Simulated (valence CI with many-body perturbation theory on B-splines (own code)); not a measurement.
Energy levels of Bi¹⁰⁺

Computed by valence CI with perturbative core correlation (CI+MBPT): five valence electrons over a frozen Dirac-Fock core [Xe] 4f14, a basis of 7 s, 7 p, 8 d, 6 f, 4 g, 1 h functions for each j, with the one-electron correlation potential Σ1, the two-electron term Σ2, the three-electron term Σ3, Breit, model QED; selected CI, second order for the rest, scaled by the run's own slope (own B-spline code, finite nucleus).

No measured spectrum was set against this ion. As an estimate, terms of the open shell hold to 2 to 4 % of their energy, and close levels can change places. Among the levels kept, up to 1000 cm⁻¹ of a level comes from second order outside the variational space, and about a tenth of that is noise between levels of different J, which matters for small intervals. Excitations out of the core, of the other parity, are not computed and may begin above about 51.2 eV (a cautious bound); beyond it only levels of the ground parity were kept, without lifetimes.

Levels 1 to 45 of 100, with energies above the lowest level, (5d3/2^4 5d5/2) J=5/2. "Leading %" is the weight of the configuration and term that name the level; weights of strongly mixed levels are sums over their largest components and can fall short. In the jj column 3d3/2^4 stands for four electrons in 3d with j = 3/2. Lifetimes count E1, E2, E3, M1 and M2 decay at the calculated energies, and are blank where another channel may lead or the interval is too uncertain; long ones can be off by a factor of two.

| No. | Configuration | Term | J | E (eV) | Leading % | Lifetime | Second component | g | Leading jj |
| --- | --- | --- | --- | --- | --- | --- | --- | --- | --- |
| 1 | 5d⁵ | ⁶S | 5/2 | 0.000 | 50 |  | 28 % 5d⁵ ⁴P | 1.701 | 5d3/2^4 5d5/2 (58 %) |
| 2 | 5d⁵ | ²F | 5/2 | 2.718 | 25 | 3.32 ms | 25 % 5d⁵ ⁶S | 1.163 | 5d3/2^3 5d5/2^2 (48 %) |
| 3 | 5d⁵ | ⁴G | 7/2 | 4.452 | 45 | 5.90 ms | 20 % 5d⁵ ⁴D | 1.141 | 5d3/2^3 5d5/2^2 (95 %) |
| 4 | 5d⁵ | ⁴D | 3/2 | 4.629 | 45 | 1.57 ms | 35 % 5d⁵ ⁴P | 1.272 | 5d3/2^3 5d5/2^2 (93 %) |
| 5 | 5d⁵ | ⁴G | 11/2 | 4.827 | 53 |  | 31 % 5d⁵ ²H | 1.160 | 5d3/2^3 5d5/2^2 (90 %) |
| 6 | 5d⁵ | ⁴G | 9/2 | 5.237 | 56 | 188 ms | 17 % 5d⁵ ⁴F | 1.160 | 5d3/2^3 5d5/2^2 (80 %) |
| 7 | 5d⁵ | ⁴D | 5/2 | 5.327 | 37 | 3.80 ms | 28 % 5d⁵ ⁴G | 1.123 | 5d3/2^3 5d5/2^2 (64 %) |
| 8 | 5d⁵ | ⁴P | 1/2 | 5.684 | 54 | 42.0 ms | 28 % 5d⁵ ⁴D | 1.770 | 5d3/2^3 5d5/2^2 (71 %) |
| 9 | 5d⁵ | ²F | 7/2 | 6.488 | 26 | 14.2 ms | 24 % 5d⁵ ⁴F | 1.144 | 5d3/2^3 5d5/2^2 (77 %) |
| 10 | 5d⁵ | ²D | 5/2 | 7.015 | 38 | 1.11 ms | 16 % 5d⁵ ⁴P | 1.224 | 5d3/2^2 5d5/2^3 (54 %) |
| 11 | 5d⁵ | ⁴D | 7/2 | 7.699 | 43 | 2.68 ms | 25 % 5d⁵ ⁴G | 1.202 | 5d3/2^2 5d5/2^3 (82 %) |
| 12 | 5d⁵ | ²D | 3/2 | 7.923 | 50 | 5.08 ms | 24 % 5d⁵ ⁴F | 0.812 | 5d3/2^3 5d5/2^2 (56 %) |
| 13 | 5d⁵ | ²I | 11/2 | 7.934 | 59 | 3.27 ms | 35 % 5d⁵ ⁴G | 1.056 | 5d3/2^2 5d5/2^3 (92 %) |
| 14 | 5d⁵ | ²G | 9/2 | 8.296 | 44 | 3.48 ms | 38 % 5d⁵ ⁴G | 1.150 | 5d3/2^2 5d5/2^3 (80 %) |
| 15 | 5d⁵ | ⁴D | 1/2 | 8.310 | 69 | 1.90 ms | 20 % 5d⁵ ⁴P | 0.729 | 5d3/2^2 5d5/2^3 (90 %) |
| 16 | 5d⁵ | ⁴P | 3/2 | 8.725 | 51 | 807 μs | 34 % 5d⁵ ⁴F | 1.188 | 5d3/2^2 5d5/2^3 (90 %) |
| 17 | 5d⁵ | ²I | 13/2 | 8.797 | 99 | 14.9 ms |  | 1.076 | 5d3/2^2 5d5/2^3 (99 %) |
| 18 | 5d⁵ | ²F | 5/2 | 9.053 | 40 | 1.54 ms | 20 % 5d⁵ ⁴D | 1.010 | 5d3/2^2 5d5/2^3 (84 %) |
| 19 | 5d⁵ | ²H | 9/2 | 10.016 | 51 | 1.08 ms | 47 % 5d⁵ ⁴F | 1.111 | 5d3/2^2 5d5/2^3 (98 %) |
| 20 | 5d⁵ | ²G | 7/2 | 10.236 | 60 | 4.65 ms | 33 % 5d⁵ ²F | 0.995 | 5d3/2^2 5d5/2^3 (97 %) |
| 21 | 5d⁵ | ⁴F | 5/2 | 10.382 | 54 | 1.17 ms | 21 % 5d⁵ ²F | 1.034 | 5d3/2^2 5d5/2^3 (89 %) |
| 22 | 5d⁵ | ²D | 3/2 | 10.969 | 82 | 2.69 ms | 12 % 5d⁵ ⁴F | 0.803 | 5d3/2^2 5d5/2^3 (57 %) |
| 23 | 5d⁵ | ²F | 7/2 | 11.380 | 49 | 1.66 ms | 35 % 5d⁵ ²G | 1.066 | 5d3/2^2 5d5/2^3 (80 %) |
| 24 | 5d⁵ | ²S | 1/2 | 11.412 | 56 | 1.17 ms | 23 % 5d⁵ ⁴P | 1.881 | 5d3/2^2 5d5/2^3 (55 %) |
| 25 | 5d⁵ | ⁴P | 5/2 | 11.587 | 34 | 487 μs | 30 % 5d⁵ ²F | 1.220 | 5d3/2 5d5/2^4 (79 %) |
| 26 | 5d⁵ | ²G | 9/2 | 12.416 | 58 | 2.40 ms | 23 % 5d⁵ ²H | 1.102 | 5d3/2^2 5d5/2^3 (72 %) |
| 27 | 5d⁵ | ⁴F | 7/2 | 12.774 | 36 | 713 μs | 31 % 5d⁵ ²F | 1.195 | 5d3/2 5d5/2^4 (94 %) |
| 28 | 5d⁵ | ²H | 11/2 | 13.231 | 63 | 770 μs | 25 % 5d⁵ ²I | 1.069 | 5d3/2 5d5/2^4 (96 %) |
| 29 | 5d⁵ | ²D | 3/2 | 13.471 | 57 | 548 μs | 20 % 5d⁵ ⁴D | 0.881 | 5d3/2 5d5/2^4 (78 %) |
| 30 | 5d⁵ | ²D | 5/2 | 14.339 | 66 | 720 μs | 23 % 5d⁵ ²F | 1.131 | 5d3/2 5d5/2^4 (69 %) |
| 31 | 5d⁵ | ²G | 9/2 | 14.576 | 80 | 1.08 ms | 8 % 5d⁵ ²H | 1.111 | 5d3/2 5d5/2^4 (69 %) |
| 32 | 5d⁵ | ²P | 3/2 | 15.095 | 79 | 1.65 ms | 17 % 5d⁵ ²D | 1.222 | 5d3/2^2 5d5/2^3 (85 %) |
| 33 | 5d⁵ | ²D | 5/2 | 15.096 | 57 | 902 μs | 26 % 5d⁵ ²F | 1.102 | 5d3/2^2 5d5/2^3 (45 %) |
| 34 | 5d⁵ | ²G | 7/2 | 15.446 | 70 | 964 μs | 24 % 5d⁵ ²F | 0.965 | 5d3/2 5d5/2^4 (85 %) |
| 35 | 5d⁵ | ²P | 1/2 | 17.084 | 75 | 815 μs | 20 % 5d⁵ ²S | 0.954 | 5d3/2 5d5/2^4 (70 %) |
| 36 | 5d⁵ | ²D | 5/2 | 18.946 | 73 | 342 μs | 11 % 5d⁵ ²F | 1.173 | 5d5/2^5 (58 %) |
| 37 | 5d⁵ | ²D | 3/2 | 19.166 | 78 | 505 μs | 17 % 5d⁵ ²P | 0.883 | 5d3/2 5d5/2^4 (85 %) |
| 38 | 5d⁴6s | ⁶D | 1/2 | 39.374 | 43 | 3.89 μs | 39 % 5d⁴6s ⁴P | 2.668 | 5d3/2^4 6s (82 %) |
| 39 | 5d⁴6s | ⁶D | 3/2 | 41.535 | 72 | 4.83 μs | 21 % 5d⁴6s ⁴P | 1.798 | 5d3/2^3 5d5/2 6s (86 %) |
| 40 | 5d⁴6s | ⁶D | 5/2 | 42.858 | 76 | 4.75 μs | 7 % 5d⁴6s ⁴D | 1.571 | 5d3/2^3 5d5/2 6s (54 %) |
| 41 | 5d⁴6s | ⁴D | 1/2 | 42.981 | 44 | 1.70 μs | 30 % 5d⁴6s ²P | 0.988 | 5d3/2^3 5d5/2 6s (80 %) |
| 42 | 5d⁴6s | ⁶D | 7/2 | 43.569 | 58 | 4.26 μs | 19 % 5d⁴6s ⁴F | 1.419 | 5d3/2^3 5d5/2 6s (60 %) |
| 43 | 5d⁴6s | ⁶D | 9/2 | 43.765 | 34 | 3.32 μs | 33 % 5d⁴6s ⁴F | 1.324 | 5d3/2^3 5d5/2 6s (77 %) |
| 44 | 5d⁴6s | ⁴D | 3/2 | 44.549 | 57 | 1.77 μs | 15 % 5d⁴6s ⁴F | 1.097 | 5d3/2^3 5d5/2 6s (77 %) |
| 45 | 5d⁴6s | ⁴H | 7/2 | 44.659 | 35 | 2.43 μs | 16 % 5d⁴6s ²G | 0.969 | 5d3/2^3 5d5/2 6s (86 %) |

The ionisation energy to 5d⁴ ³P0 of the next ion comes out as 183.95 eV (NIST: 183 ± 2.4 eV (theoretical)). All 100 levels together are meant to be complete up to 51.219 eV.
